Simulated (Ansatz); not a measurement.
One change: `[F][Sn]([Cl])([Cl])[Cl]` becomes `[CH3][Sn]([Cl])([Cl])[Cl]`.

Ansatz, PBE0-D4/def2-TZVP geometries, multiplicity 1. 

Elements past krypton have def2 core potentials.

| property | `[F][Sn]([Cl])([Cl])[Cl]` |
| --- | --- |
| HOMO energy (ωB97M-V/def2-TZVPP) / eV | -12.22 |
| HOMO–LUMO gap (PBE/def2-TZVPP) / eV | 4.35 |
| size of the dipole moment (B3LYP/def2-TZVPP) / D | 1.17 |
| HOMO–LUMO gap (B3LYP/def2-TZVPP) / eV | 6.13 |
| HOMO energy (PBE/def2-TZVPP) / eV | -8.46 |
| zero-point energy (PBE0-D4/def2-TZVP) / kJ/mol | 14.9 |

(1) What does the change do to each property? (An estimate is asked.)

Results:

(1) Ansatz gave: 
| property | `[CH3][Sn]([Cl])([Cl])[Cl]` | shift |
| --- | --- | --- |
| HOMO energy (ωB97M-V/def2-TZVPP) / eV | -11.23 | 0.99 |
| HOMO–LUMO gap (PBE/def2-TZVPP) / eV | 4.83 | 0.48 |
| size of the dipole moment (B3LYP/def2-TZVPP) / D | 3.36 | 2.19 |
| HOMO–LUMO gap (B3LYP/def2-TZVPP) / eV | 6.52 | 0.39 |
| HOMO energy (PBE/def2-TZVPP) / eV | -7.75 | 0.71 |
| zero-point energy (PBE0-D4/def2-TZVP) / kJ/mol | 104.7 | 89.8 |

With PBE0 the HOMO rises by 0.87 eV and the LUMO rises by 1.21 eV, so the gap widens by about 0.34 eV. PBE moves the HOMO by 0.71 eV and ωB97M-V by 0.99 eV. The zero-point energy changes by 89.8 kJ/mol with +9 modes. Dipoles are sizes alone; their direction can turn.

B3LYP here is the variant with VWN-RPA as its local correlation; programs differ in this.
